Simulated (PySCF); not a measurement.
Al(OSiH3)2 (AlH₆O₂Si₂), SMILES [SiH3][O][Al][O][SiH3], multiplicity 2. Atoms are numbered in the order given.

```xyz
11

Al    -0.0861    -0.9649     0.0617
O     -1.2491     0.0452     0.7912
Si    -2.5205     0.7273     1.6012
H     -2.7256     0.0525     2.9135
H     -3.7695     0.5981     0.8003
H     -2.2520     2.1710     1.8434
O      1.2277    -0.2757    -0.7773
Si     2.5914     0.0626    -1.6514
H      2.5700    -0.6654    -2.9508
H      3.8056    -0.3516    -0.8946
H      2.6704     1.5237    -1.9230
```
Charge 0, spin multiplicity 2.

The structure is a stationary point at TPSSh-D3(BJ)/def2-SVP. The spin state was assumed, not searched. The isomer is the one that the SMILES or the coordinates give; other isomers of the formula were not compared. One conformer was computed; it need not be the lowest.

The numbers are results of M06-2X/def2-TZVP in PySCF, not measurements.

Isolated molecule, no solvent.

```yaml
total_energy: -975.60118 hartree
"α spin, highest occupied and lowest empty level": -7.11 and -0.24 eV
"β spin, highest occupied and lowest empty level": -10.01 and -4.14 eV
dipole_moment: 1.03 D
quadrupole, principal values (traceless, Buckingham form, about the centre of nuclear charge): -3.17, 0.82, 2.34 D·Å
mean_static_polarisability: 86.5 bohr³ (12.82 Å³)
polarisability_principal_values: 78.7, 79.5, 101.3 bohr³
"⟨S²⟩": 0.752 (pure state 0.75)
```
